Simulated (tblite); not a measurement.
Parent: `[CH3:1]/[C:2](=[CH:3]/[SiH3:4])[CH:5]([Cl:6])[Cl:7]` with C1–C2–C5–Cl6 59°, C4H8Cl2Si.

The geometries are computed with GFN2-xTB (gas phase). One conformer each, not checked by frequencies here.

```
coordinate of the parent    value
                   C1–C2  1.497 Å
                   C2=C3  1.332 Å
                  C3–Si4  1.885 Å
                   C2–C5  1.493 Å
                  C5–Cl6  1.784 Å
                  C5–Cl7  1.787 Å
                C1–C2–C3   123.8°
                C1–C2–C5   115.5°
                C3–C2–C5   120.7°
               C2–C3–Si4   128.0°
               C2–C5–Cl6   111.2°
               C2–C5–Cl7   110.7°
              Cl6–C5–Cl7   108.9°
```

Question: How does the shared frame change in `[CH3:1][C:2](=[S:3])/[C:4]([SiH3:5])=[C:6](/[CH3:7])[CH:8]([Cl:9])[Cl:10]` with C1–C2–C4–Si5 79°, C4–C6–C8–Cl9 -133°, C6H10Cl2SSi? Atoms pair as C1 = C7, C2 = C6, C3 = C4, Si4 = Si5, C5 = C8, Cl6 = Cl9, Cl7 = Cl10 (parent first).

Answer: 
| parent | relative | value in the relative | change |
| --- | --- | --- | --- |
| C1–C2 | C7–C6 | 1.494 Å | -0.003 |
| C2=C3 | C6=C4 | 1.336 Å | +0.004 |
| C3–Si4 | C4–Si5 | 1.908 Å | +0.023 |
| C2–C5 | C6–C8 | 1.497 Å | +0.004 |
| C5–Cl6 | C8–Cl9 | 1.778 Å | -0.006 |
| C5–Cl7 | C8–Cl10 | 1.794 Å | +0.007 |
| C1–C2–C3 | C7–C6–C4 | 124.6° | +0.8 |
| C1–C2–C5 | C7–C6–C8 | 115.3° | -0.2 |
| C3–C2–C5 | C4–C6–C8 | 120.1° | -0.6 |
| C2–C3–Si4 | C6–C4–Si5 | 123.0° | -5.0 |
| C2–C5–Cl6 | C6–C8–Cl9 | 111.7° | +0.5 |
| C2–C5–Cl7 | C6–C8–Cl10 | 109.3° | -1.4 |
| Cl6–C5–Cl7 | Cl9–C8–Cl10 | 108.9° | 0.0 |

Of the parent's bonds, C3–Si4 changes most (+0.023 Å). Bonds of the relative outside the shared frame: C1–C2 1.490, C2=S3 1.632, C2–C4 1.457 Å.

Question: How does the shared frame change in `[H]/[N:6]=[CH:5]/[C:3](=[C:2](\[CH3:1])[CH:7]([Cl:8])[Cl:9])[SiH3:4]` with C2–C3–C5–N6 172°, C1–C2–C7–Cl8 -121°, C5H9Cl2NSi? Atoms pair as C1 = C1, C2 = C2, C3 = C3, Si4 = Si4, C5 = C7, Cl6 = Cl8, Cl7 = Cl9 (parent first).

Answer: 
```tsv
parent	relative	value in the relative	change
C1–C2	C1–C2	1.503 Å	+0.006
C2=C3	C2=C3	1.340 Å	+0.008
C3–Si4	C3–Si4	1.911 Å	+0.026
C2–C5	C2–C7	1.500 Å	+0.007
C5–Cl6	C7–Cl8	1.780 Å	-0.004
C5–Cl7	C7–Cl9	1.784 Å	-0.003
C1–C2–C3	C1–C2–C3	126.5°	+2.7
C1–C2–C5	C1–C2–C7	111.2°	-4.3
C3–C2–C5	C3–C2–C7	122.3°	+1.6
C2–C3–Si4	C2–C3–Si4	130.3°	+2.3
C2–C5–Cl6	C2–C7–Cl8	111.5°	+0.3
C2–C5–Cl7	C2–C7–Cl9	111.2°	+0.5
Cl6–C5–Cl7	Cl8–C7–Cl9	110.2°	+1.3
```

Of the parent's bonds, C3–Si4 changes most (+0.026 Å). Bonds of the relative outside the shared frame: C3–C5 1.448, C5=N6 1.263 Å.

Question: How does the shared frame change in `[CH3:1]/[C:2](=[C:3](\[SiH3:4])[CH2:5][SiH3:6])[CH:7]([Cl:8])[Cl:9]` with C2–C3–C5–Si6 -87°, C1–C2–C7–Cl8 71°, C5H12Cl2Si2? Atoms pair as C1 = C1, C2 = C2, C3 = C3, Si4 = Si4, C5 = C7, Cl6 = Cl9, Cl7 = Cl8 (parent first).

Answer: 
| parent | relative | value in the relative | change |
| --- | --- | --- | --- |
| C1–C2 | C1–C2 | 1.500 Å | +0.003 |
| C2=C3 | C2=C3 | 1.340 Å | +0.008 |
| C3–Si4 | C3–Si4 | 1.896 Å | +0.011 |
| C2–C5 | C2–C7 | 1.494 Å | +0.001 |
| C5–Cl6 | C7–Cl9 | 1.783 Å | -0.001 |
| C5–Cl7 | C7–Cl8 | 1.798 Å | +0.011 |
| C1–C2–C3 | C1–C2–C3 | 123.7° | -0.1 |
| C1–C2–C5 | C1–C2–C7 | 113.9° | -1.6 |
| C3–C2–C5 | C3–C2–C7 | 122.4° | +1.7 |
| C2–C3–Si4 | C2–C3–Si4 | 121.0° | -7.0 |
| C2–C5–Cl6 | C2–C7–Cl9 | 111.4° | +0.2 |
| C2–C5–Cl7 | C2–C7–Cl8 | 110.3° | -0.4 |
| Cl6–C5–Cl7 | Cl9–C7–Cl8 | 108.4° | -0.5 |

Of the parent's bonds, C3–Si4 and C5–Cl7 change most and about equally (+0.011 Å). Bonds of the relative outside the shared frame: C3–C5 1.496, C5–Si6 1.913 Å.

Question: How does the shared frame change in `[CH3:1]/[C:2](=[C:3](\[SiH3:4])[CH2:5][OH:6])[CH:7]([Cl:8])[Cl:9]` with C2–C3–C5–O6 158°, C3–C5–O6–H 167°, C1–C2–C7–Cl8 -128°, C5H10Cl2OSi? Atoms pair as C1 = C1, C2 = C2, C3 = C3, Si4 = Si4, C5 = C7, Cl6 = Cl9, Cl7 = Cl8 (parent first).

Answer: 
```
    parent    relative  value in the relative  change
     C1–C2       C1–C2                1.501 Å  +0.004
     C2=C3       C2=C3                1.332 Å   0.000
    C3–Si4      C3–Si4                1.899 Å  +0.014
     C2–C5       C2–C7                1.503 Å  +0.010
    C5–Cl6      C7–Cl9                1.793 Å  +0.009
    C5–Cl7      C7–Cl8                1.781 Å  -0.006
  C1–C2–C3    C1–C2–C3                 124.7°    +0.9
  C1–C2–C5    C1–C2–C7                 111.6°    -3.9
  C3–C2–C5    C3–C2–C7                 123.7°    +3.0
 C2–C3–Si4   C2–C3–Si4                 129.0°    +1.0
 C2–C5–Cl6   C2–C7–Cl9                 111.4°    +0.2
 C2–C5–Cl7   C2–C7–Cl8                 113.1°    +2.4
Cl6–C5–Cl7  Cl9–C7–Cl8                 108.9°     0.0
```

Of the parent's bonds, C3–Si4 changes most (+0.014 Å). Bonds of the relative outside the shared frame: C3–C5 1.498, C5–O6 1.413 Å.
